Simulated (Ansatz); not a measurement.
Worked example: GeH(GeH3)Cl2 + BF2 → GeH(GeH3)Cl + BClF2

Gas-phase species: GeH(GeH3)Cl2, singlet; BF2 `F[B]F`, doublet; GeH(GeH3)Cl, doublet; BClF2 (chlorodifluoroborane) `FB(F)Cl`, singlet. A radical takes Cl: the energy is the difference in strength between the Ge–Cl bond broken and the B–Cl bond made.

Shapes, held fixed at every level: PBE0-D4/def2-TZVP. Programs: Ansatz 0.2.0. The zero-point and thermal change to 298 K, harmonic and unscaled (PBE0-D4/def2-TZVP), is +1.1 kJ/mol.

At CCSD(T)/def2-TZVPP; 1 Eh = 2625.50 kJ/mol:

```
     species   energy (Eh)
GeH(GeH3)Cl2  -5073.159694
         BF2   -224.306019
 GeH(GeH3)Cl  -4613.343899
       BClF2   -684.164417
```

Q: Work out ΔH(298 K) of the reaction at this level.

A: 
1. Products less reactants: (-4613.343899) + (-684.164417) − [(-5073.159694) + (-224.306019)] = -0.042603 Eh = -111.9 kJ/mol.
2. With the thermal change: -111.9 + (+1.1) = -110.8 kJ/mol.

Other levels give -131.3 (CCSD(T)/def2-SVP) to -103.4 kJ/mol (MP2/def2-TZVPP). No measured value is set beside it here. Open shells run unrestricted. Relativity is left out for Ge. Outer-core shells of Ge are correlated, in sets that cover them unevenly.
